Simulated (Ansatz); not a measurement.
Stepwise reaction of `[Cl][Al]([Cl])[Br]` with water, as a gas-phase model of exchange steps in deposition or etching. ΔE in kJ/mol; ΔG adds harmonic PBE0-D4 terms to CCSD(T)/CBS, at 1 bar.

Computed with Ansatz on PBE0-D4/def2-TZVP structures; ΔE is electronic, products minus reactants. CCSD(T)/CBS is the MP2 limit (def2-TZVPP, def2-QZVPP) plus CCSD(T) − MP2 in def2-TZVPP, frozen cores. This one scheme is used for every species. Functionals use def2-TZVPP. B3LYP here is the variant with VWN-RPA as its local correlation; programs differ in this. For Br outer-core shells are correlated without core-valence functions, which leaves a few kJ/mol of doubt a bond. Scalar relativity is left out up to krypton. One conformer a species, not always the lowest.

```
step                                                 reaction  PBE-D4  B3LYP-D4  ωB97M-V  CCSD(T)/CBS  ΔG(600 K)
   1  `[Cl][Al]([Cl])[Br]` + H₂O → `[OH][Al]([Cl])[Br]` + HCl    22.3      17.8     19.8         23.1       16.2
```

Give the row of step 2, `[OH][Al]([Cl])[Br]` + H₂O → `[OH][Al]([OH])[Br]` + HCl. (Estimate.)

The calculation gave: 
```tsv
step	reaction	PBE-D4	B3LYP-D4	ωB97M-V	CCSD(T)/CBS	ΔG(600 K)
2	`[OH][Al]([Cl])[Br]` + H₂O → `[OH][Al]([OH])[Br]` + HCl	25.0	21.0	23.2	26.2	25.7
```

By hand: ΔE of the 2 steps together at CCSD(T)/CBS.

(23.1) + (26.2) = 49.3 kJ/mol, or 24.6 kJ/mol a step.

In ΔE the steps differ by no more than 3.1 kJ/mol. All are uphill at CCSD(T)/CBS. ΔG lies between 16.2 and 25.7 kJ/mol a step. PBE-D4 differs from CCSD(T)/CBS by -1.2 to -0.8 kJ/mol a step. Isolated molecules leave out the surface, adducts and barriers. Largest T1 diagnostic: 0.010.
